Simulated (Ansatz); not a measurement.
C3H9NSi can be A, `C/C(N)=C\[SiH3]`, or B, `C[Si]N(C)C`.

Computed with Ansatz on PBE0-D4/def2-TZVP structures; ΔE is electronic, products minus reactants. CCSD(T)/CBS is the MP2 limit (def2-TZVPP, def2-QZVPP) plus CCSD(T) − MP2 in def2-TZVPP, frozen cores. DFT in def2-TZVPP. B3LYP here is the variant with VWN-RPA as its local correlation; programs differ in this. One conformer a species, not always the lowest.

(1) Which is lower in electronic energy at CCSD(T)/CBS, and by how much? (An estimate is asked.)

(2) Give E(B) − E(A) in kcal/mol with BLYP-D4, PBE-D4, B3LYP-D4, B3LYP, CCSD(T)/def2-SVP, ωB97M-V, r2SCAN-D4. (Estimate.)

(3) Does the order hold for the free energy at 298.15 K (harmonic terms from PBE0-D4)? (Best estimate.)

Largest T1 diagnostic: 0.014.

## Answers

(1) Computed: A, by 0.5 kcal/mol.

(2) Ansatz gave: BLYP-D4 0.3, PBE-D4 0.9, B3LYP-D4 1.3, B3LYP 2.0, CCSD(T)/def2-SVP -0.2, ωB97M-V -0.2, r2SCAN-D4 4.2. The order is the other way round with CCSD(T)/def2-SVP, ωB97M-V.

(3) The calculation gave: Yes: G(B) − G(A) = +6.0 kcal/mol, for one conformer each. Modes under 60 cm⁻¹, often nearly free rotors, make the harmonic entropy too high.

Leaving LDA and LC-ωPBE aside and taking each functional with its dispersion term where it has one, the values spread over 4.4 kcal/mol, from ωB97M-V to r2SCAN-D4. LDA lies −0.7 kcal/mol from PBE without D4. From BLYP to BHLYP (50 % exact exchange), in def2-TZVPP and without D4, E(B) − E(A) moves by +1.6 kcal/mol.
